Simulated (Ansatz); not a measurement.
Isolated molecules relaxed with PBE0-D4/def2-TZVP in Ansatz; ΔE leaves out vibrations. CBS: MP2 limit from def2 TZ/QZ plus the TZ coupled-cluster correction, frozen cores. Functionals use def2-TZVPP. For Se outer-core shells are correlated without core-valence functions, which leaves a few kJ/mol of doubt a bond. Scalar relativity is left out up to krypton. One conformer a species, not always the lowest.

Reaction (cleavage of the Al–Si bond): `C[SiH](Cl)[Al]([F])[Cl]` + H₂Se → `[F][Al]([Cl])[SeH]` + `C[SiH2]Cl`

Task: Is it downhill or uphill in electronic energy at CCSD(T)/CBS, and by how much? (Best estimate.)

Result: The calculation gave: Downhill: ΔE = -28.2 kcal/mol.

Task: What do these levels give: LDA (SPW92), PBE-QIDH, r2SCAN, MP2/def2-SVP, CCSD/def2-TZVPP, HF/def2-QZVPP? (An estimate is asked.)

Result: Computed: LDA (SPW92) -24.1, PBE-QIDH -28.3, r2SCAN -27.9, MP2/def2-SVP -29.6, CCSD/def2-TZVPP -28.0, HF/def2-QZVPP -31.0 kcal/mol.

Largest T1 diagnostic among the species: 0.011.

From BLYP to BHLYP (50 % exact exchange), in def2-TZVPP and without D4, ΔE moves by −3.2 kcal/mol. Leaving LDA and LC-ωPBE aside and taking each functional with its dispersion term where it has one, the values, not all of them listed here, spread over 4.6 kcal/mol, from r2SCAN0-D4 to PBE-D4. In def2-TZVPP, CCSD(T) changes the Hartree–Fock value by +3.4 kcal/mol (the triples alone add +0.4 kcal/mol) and MP2 by +0.9 kcal/mol.
